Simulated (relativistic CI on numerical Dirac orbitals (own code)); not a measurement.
# The spin-orbit constant of Nd III from its measured fine structure

Problem. The ground term 5I of Nd III (4f4) has the measured levels J = 4: 0.0, J = 5: 1137.8, J = 6: 2387.5, J = 7: 3714.5, J = 8: 5093.3 cm⁻¹ (Ding et al., The Spectrum and Energy Levels of the Low-lying Configurations of Nd III (preprint, 2023)). Test the interval rule and estimate ζ(4f).

Working.
1. In LS coupling E(J) − E(J − 1) = AJ. The intervals give A = 227.6 (J = 5), 208.3 (J = 6), 189.6 (J = 7), 172.3 (J = 8) cm⁻¹.
2. These values spread by 28 % of their mean, from second-order spin-orbit mixing with other terms and from spin-spin terms.
3. The whole width divided by the sum of the upper J values gives a mean A = 195.9 cm⁻¹.
4. For the Hund term of a shell that is less than half full, A = +ζ/2S with 2S = 4, so ζ = 784 cm⁻¹.

Check. The value calculated from Dirac-Coulomb-Breit radial functions of this configuration is ζ = 768 cm⁻¹, 2 % below the estimate from measurement. The same recipe applied to the calculated levels returns 732 cm⁻¹, which shows the bias of the recipe itself. Where the interval rule fails, the estimate is only rough.
